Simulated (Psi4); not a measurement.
C3H10InN, singlet, geometry from GFN2-xTB (such geometries of metal compounds can be far from the true shape) (core potentials on In); HF/def2-SV(P) run with Psi4.

Input for Psi4:
```
memory 2 GB

molecule mol {
0 1
  In    0.160560    0.106387    0.250596
  C     1.774444    0.295015    1.800370
  H     2.558717   -0.441404    1.638193
  H     1.357733    0.160261    2.797284
  H     2.190682    1.297502    1.718511
  C    -0.379719   -1.646141   -1.077806
  C    -1.507838   -1.286251   -2.031020
  H    -0.652887   -2.495238   -0.447761
  H     0.524325   -1.915699   -1.628949
  H    -1.237138   -0.418213   -2.634266
  H    -2.418900   -1.046685   -1.479588
  H    -1.728776   -2.116901   -2.705456
  N    -0.757327    1.884127   -0.227971
  H    -0.785442    2.571807    0.516725
  H    -1.695771    1.826976   -0.607346
}

set basis def2-sv(p)
set reference rhf

energy('scf')
print_variables()
```

It wrote (shortened):

```
   => Loading Basis Set <=

    Name: DEF2-SV(P)
    Role: ORBITAL
    Keyword: BASIS

    !!!  WARNING: ECP capability is in beta. Please check occupations closely.  !!!

         ---------------------------------------------------------
                                   SCF
               by Justin Turney, Rob Parrish, Andy Simmonett
                          and Daniel G. A. Smith
                              RHF Reference
         ---------------------------------------------------------

  ==> Geometry <==

    Molecular point group: c1
    Full point group: C1

    Geometry (in Angstrom), charge = 0, multiplicity = 1:

       Center              X                  Y                   Z               Mass
    ------------   -----------------  -----------------  -----------------  -----------------
         IN           0.134360765684     0.081461686701     0.210330498141   114.903878776000
         C            1.748244765684     0.270089686701     1.760104498141    12.000000000000
         H            2.532517765684    -0.466329313299     1.597927498141     1.007825032230
         H            1.331533765684     0.135335686701     2.757018498141     1.007825032230
         H            2.164482765684     1.272576686701     1.678245498141     1.007825032230
         C           -0.405918234316    -1.671066313299    -1.118071501859    12.000000000000
         C           -1.534037234316    -1.311176313299    -2.071285501859    12.000000000000
         H           -0.679086234316    -2.520163313299    -0.488026501859     1.007825032230
         H            0.498125765684    -1.940624313299    -1.669214501859     1.007825032230
         H           -1.263337234316    -0.443138313299    -2.674531501859     1.007825032230
         H           -2.445099234316    -1.071610313299    -1.519853501859     1.007825032230
         H           -1.754975234316    -2.141826313299    -2.745721501859     1.007825032230
         N           -0.783526234316     1.859201686701    -0.268236501859    14.003074004430
         H           -0.811641234316     2.546881686701     0.476459498141     1.007825032230
         H           -1.721970234316     1.802050686701    -0.647611501859     1.007825032230

  Running in c1 symmetry.

  Rotational constants: A =      0.15355  B =      0.06089  C =      0.04483 [cm^-1]
  Rotational constants: A =   4603.20108  B =   1825.48635  C =   1343.97185 [MHz]
  Nuclear repulsion =  258.747309703874919

  Charge       = 0
  Multiplicity = 1
  Electrons    = 56
  Nalpha       = 28
  Nbeta        = 28

  ==> Algorithm <==

  SCF Algorithm Type is DF.
  DIIS enabled.
  MOM disabled.
  Fractional occupation disabled.
  Guess Type is SAD.
  Energy threshold   = 1.00e-06
  Density threshold  = 1.00e-06
  Integral threshold = 1.00e-12

  ==> Primary Basis <==

  Basis Set: DEF2-SV(P)
    Blend: DEF2-SV(P)
    Number of shells: 54
    Number of basis functions: 102
    Number of Cartesian functions: 108
    Spherical Harmonics?: true
    Max angular momentum: 2

  Core potential: DEF2-SV(P)
    Number of shells: 4
    Number of ECP primitives: 18
    Number of ECP core electrons: 28
    Max angular momentum: 3

   => Loading Basis Set <=

    Name: (DEF2-SV(P) AUX)
    Role: JKFIT
    Keyword: DF_BASIS_SCF

  ==> Integral Setup <==

  SCF_SUBTYPE=INCORE selected. In-core MEM_DF algorithm will be used.
  Using in-core AOs.

  ==> MemDFJK: Density-Fitted J/K Matrices <==

    J tasked:                   Yes
    K tasked:                   Yes
    wK tasked:                   No
    Algorithm:                 Core
    Schwarz Cutoff:           1E-12
    Mask sparsity (%):       3.4602
    Fitting Condition:        1E-10

   => Auxiliary Basis Set <=

  Basis Set: (DEF2-SV(P) AUX)
    Blend: DEF2-UNIVERSAL-JKFIT
    Number of shells: 206
    Number of basis functions: 700
    Number of Cartesian functions: 869
    Spherical Harmonics?: true
    Max angular momentum: 5

  Minimum eigenvalue in the overlap matrix is 3.9541245075E-03.
  Reciprocal condition number of the overlap matrix is 6.5854829588E-04.
    Using symmetric orthogonalization.

  ==> Pre-Iterations <==

  SCF Guess: Superposition of Atomic Densities via on-the-fly atomic UHF (no occupation information).

   -------------------------
    Irrep   Nso     Nmo
   -------------------------
     A        102     102
   -------------------------
    Total     102     102
   -------------------------

  ==> Iterations <==

                           Total Energy        Delta E     RMS |[F,P]|

   @DF-RHF iter SAD:  -360.71581270446870   -3.60716e+02   0.00000e+00
   @DF-RHF iter   1:  -362.58601370907923   -1.87020e+00   7.18290e-03 ADIIS/DIIS
   @DF-RHF iter   2:  -362.81263438179576   -2.26621e-01   3.99647e-03 ADIIS/DIIS
   @DF-RHF iter   3:  -362.89140542905341   -7.87710e-02   5.75290e-04 ADIIS/DIIS
   @DF-RHF iter   4:  -362.89422837358842   -2.82294e-03   2.31962e-04 ADIIS/DIIS
   @DF-RHF iter   5:  -362.89466055180156   -4.32178e-04   5.02278e-05 DIIS
   @DF-RHF iter   6:  -362.89468743256424   -2.68808e-05   1.42343e-05 DIIS
   @DF-RHF iter   7:  -362.89469076163181   -3.32907e-06   3.84019e-06 DIIS
   @DF-RHF iter   8:  -362.89469099835219   -2.36720e-07   1.22911e-06 DIIS
   @DF-RHF iter   9:  -362.89469102250860   -2.41564e-08   4.46178e-07 DIIS
  Energy and wave function converged.

  ==> Post-Iterations <==

    Orbital Energies [Eh]
    ---------------------

    Doubly Occupied:

       1A    -15.505216     2A    -11.212095     3A    -11.211367
       4A    -11.204673     5A     -5.361366     6A     -3.623465
       7A     -3.614264     8A     -3.613423     9A     -1.077264
      10A     -1.018150    11A     -1.006120    12A     -1.005855
      13A     -1.003911    14A     -0.991328    15A     -0.979091
      16A     -0.891375    17A     -0.806408    18A     -0.602708
      19A     -0.599899    20A     -0.575360    21A     -0.542989
      22A     -0.541345    23A     -0.518750    24A     -0.507241
      25A     -0.487721    26A     -0.411379    27A     -0.361389
      28A     -0.340945

    Virtual:

      29A      0.069889    30A      0.117314    31A      0.139814
      32A      0.161367    33A      0.219281    34A      0.243724
      35A      0.249618    36A      0.256065    37A      0.268415
      38A      0.279665    39A      0.283991    40A      0.285829
      41A      0.307627    42A      0.320883    43A      0.352663
      44A      0.358598    45A      0.395364    46A      0.452997
      47A      0.460597    48A      0.501095    49A      0.547832
      50A      0.598720    51A      0.636950    52A      0.642610
      53A      0.672724    54A      0.702440    55A      0.743865
      56A      0.755096    57A      0.792906    58A      0.851772
      59A      0.912550    60A      0.916453    61A      0.927811
      62A      0.938518    63A      0.950459    64A      0.967786
      65A      0.990246    66A      0.996178    67A      1.001394
      68A      1.002801    69A      1.006988    70A      1.030709
      71A      1.053429    72A      1.104459    73A      1.136391
      74A      1.155854    75A      1.225962    76A      1.272493
      77A      1.292973    78A      1.362128    79A      1.819316
      80A      1.842851    81A      2.018092    82A      2.043785
      83A      2.198011    84A      2.253192    85A      2.281179
      86A      2.316290    87A      2.440603    88A      2.502391
      89A      2.508129    90A      2.514856    91A      2.525558
      92A      2.533121    93A      2.612783    94A      2.616203
      95A      2.722887    96A      2.859617    97A      2.923059
      98A      3.059238    99A     16.513086   100A     17.563536
     101A     17.686176   102A     61.707431

    Final Occupation by Irrep:
              A
    DOCC [    28 ]
    NA   [    28 ]
    NB   [    28 ]

  @DF-RHF Final Energy:  -362.89469102250860

   => Energetics <=

    Nuclear Repulsion Energy =            258.7473097038749188
    One-Electron Energy =               -1084.0536534202783514
    Two-Electron Energy =                 462.4116526938948937
    Total Energy =                       -362.8946910225085958

Computation Completed

Properties will be evaluated at   0.000000,   0.000000,   0.000000 [a0]

Properties computed using the SCF density matrix

 Multipole Moments:

 ------------------------------------------------------------------------------------
     Multipole            Electronic (a.u.)      Nuclear  (a.u.)        Total (a.u.)
 ------------------------------------------------------------------------------------

 L = 1.  Multiply by 2.5417464519 to convert [e a0] to [Debye]
 Dipole X            :         10.9794749          -11.2680989           -0.2886239
 Dipole Y            :          7.9464921           -8.2669047           -0.3204125
 Dipole Z            :         17.9272296          -17.5206678            0.4065618
 Magnitude           :                                                    0.5926723

 ------------------------------------------------------------------------------------

  Variable Map:
  ----------------------------------------------------------------------------
  "CURRENT ENERGY"           =>    -362.894691022509
  "CURRENT REFERENCE ENERGY" =>    -362.894691022509
  "DD SOLVATION ENERGY"      =>       0.000000000000
  "HF KINETIC ENERGY"        =>     246.428471500850
  "HF POTENTIAL ENERGY"      =>    -609.323162523359
  "HF TOTAL ENERGY"          =>    -362.894691022509
  "HF VIRIAL RATIO"          =>       2.472616734634
  "NUCLEAR REPULSION ENERGY" =>     258.747309703875
  "ONE-ELECTRON ENERGY"      =>   -1084.053653420278
  "PCM POLARIZATION ENERGY"  =>       0.000000000000
  "PE ENERGY"                =>       0.000000000000
  "SCF ITERATION ENERGY"     =>    -362.894691022509
  "SCF ITERATIONS"           =>       9.000000000000
  "SCF TOTAL ENERGY"         =>    -362.894691022509
  "TWO-ELECTRON ENERGY"      =>     462.411652693895

  Array Variable Map:
  ----------------------------------------------------------------------------
  "CURRENT DIPOLE"           =>      -0.288623916428 ... 0.406561846277 1 by 3
  "SCF DIPOLE"               =>      -0.288623916428 ... 0.406561846277 1 by 3
  "SCF TOTAL ENERGIES"       =>    -360.715812704469 ... -362.894691022509 1 by 10
```
